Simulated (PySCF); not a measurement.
C6H8F2.
Structure used (GFN2-xTB), in Å, numbered top down from 1:
```xyz
16
C6H8F2 angstrom
F     -2.383   -0.540    1.200
C     -1.451   -0.062    0.317
C     -0.828   -1.154   -0.569
C      0.553   -0.781   -0.025
F      1.328   -1.831    0.386
C      1.304    0.352   -0.735
C      0.690    1.365    0.252
C     -0.079    0.234    0.949
H     -1.920    0.778   -0.204
H     -0.974   -1.060   -1.642
H     -1.129   -2.147   -0.239
H      2.383    0.247   -0.645
H      1.041    0.486   -1.782
H      1.425    1.844    0.894
H      0.062    2.129   -0.200
H     -0.029    0.149    2.029
```

The calculation used TDDFT PBE0/def2-SVPD, vertical, gas phase, core orbitals frozen in the response in PySCF.

Ground-to-excited transition dipoles (e·a0, same axes as the geometry; the sign carries no meaning), for the states with f of 0.002 or more among the lowest 6:

```json
{"state": "S1", "E (eV)": "7.807", "μx": "-0.182", "μy": "-0.139", "μz": "-0.012"}
{"state": "S2", "E (eV)": "7.988", "μx": "0.052", "μy": "-0.105", "μz": "0.475"}
{"state": "S3", "E (eV)": "8.074", "μx": "-0.052", "μy": "-0.091", "μz": "-0.085"}
{"state": "S4", "E (eV)": "8.112", "μx": "0.160", "μy": "-0.214", "μz": "-0.030"}
{"state": "S5", "E (eV)": "8.179", "μx": "-0.105", "μy": "-0.123", "μz": "0.165"}
{"state": "S6", "E (eV)": "8.352", "μx": "-0.123", "μy": "-0.003", "μz": "-0.039"}
```

Problem. Work out the oscillator strengths.

Solution. f = (2/3) ΔE |μ|² with ΔE in hartree (27.2114 eV).

```tsv
state	|μ|² (au)	|μ| (D)	f
S1	0.053	0.58	0.010
S2	0.239	1.24	0.047
S3	0.018	0.34	0.004
S4	0.072	0.68	0.014
S5	0.053	0.59	0.011
S6	0.017	0.33	0.003
```

Problem. What angle do the transition dipoles of S4 and S5 make?

Solution. |cos θ| = |μa·μb| / (|μa| |μb|) = 0.08, so θ ≈ 86° (taken between 0 and 90°, since the signs are arbitrary).

Problem. What peak molar absorption coefficient would the strongest computed level give as a lone Gaussian band 0.4 eV wide at half height?

Solution. ε(max) = 2.175×10⁸ f / FWHM, with the width in cm⁻¹. S2: 2.175×10⁸ × 0.0468 / 3226 ≈ 3200 L mol⁻¹ cm⁻¹.

Time: 28 s of wall time; peak memory 0.88 GiB. Hardware: Intel Xeon 6975P-C, one thread, shared host.

Without π bonds the low states may be Rydberg-like; a valence basis with one diffuse set may place them up to an eV too high.
